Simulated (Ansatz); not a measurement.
**A ladder of methods for CH6O3Sn (SMILES C[Sn](O)(O)O)**

CH6O3Sn has 11 atoms, charge 0, and is taken as a singlet. SMILES: `C[Sn](O)(O)O`. The shape was relaxed beforehand at B3LYP/def2-SVP. This is one conformer, not always the lowest.

Quantity: the adiabatic ionisation energy (to the doublet cation, shapes relaxed at B3LYP/def2-SVP, no zero-point term), in eV. The values are calculated.

| level | kind | program | value (eV) | CPU time (all runs) |
| --- | --- | --- | --- | --- |
| HF/def2-SVP (core potential) | Hartree–Fock | Ansatz | 9.20 | 8.8 s |
| SVWN5/def2-SVP (core potential) | LDA | Ansatz | 9.65 | 7.1 s |
| PBE/def2-SVP (core potential) | GGA | Ansatz | 9.39 | 13 s |
| r2SCAN/def2-SVP (core potential) | meta-GGA | Ansatz | 9.55 | 26 s |
| PBE0-D4/def2-SVP (core potential) | global hybrid | Ansatz | 9.82 | 15 s |
| wB97M-V/def2-SVP (core potential) | range-separated hybrid | Ansatz | 9.97 | 52 s |
| B2PLYP/def2-SVP (core potential) | double hybrid | Ansatz | 9.71 | 23 s |
| MP2/def2-SVP (core potential) | perturbation theory | Ansatz | 9.80 | 8.9 s |

Spin-orbit coupling, which can split open shells on such heavy atoms by tenths of an eV, is left out. The values span 9.20 to 9.97 eV. In the correlated wave-function rows the outer d shell of Sn is correlated, in sets not made for it. Times are those of the runs behind each value, whatever else they computed, on shared processors of several kinds: orders of magnitude only.
